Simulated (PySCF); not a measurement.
In(F)(OH)2 (FH₂InO₂), SMILES [OH][In]([OH])[F].

Coordinates come from a B3LYP-D3(BJ)/def2-SVP optimisation. The def2 effective core potentials stand for the cores of In; spin–orbit coupling is left out. One conformer was computed; it need not be the lowest.

Level of theory: CAM-B3LYP/def2-TZVPD (PySCF).

Gas-phase values at a fixed geometry.

The total energy comes out as -441.71853 hartree and the point group is C2v. The highest occupied level is -10.70 eV and the lowest empty level is -1.81 eV. The orbital gap is 8.89 eV, the dipole moment comes out as 0.25 D and the quadrupole, principal values (traceless, Buckingham form, about the centre of nuclear charge) is -14.30, 6.94, 7.37 D·Å. The mean static polarisability is 42.7 bohr³ (6.33 Å³) and the polarisability, principal values comes out as 32.9, 43.2, 51.9 bohr³.
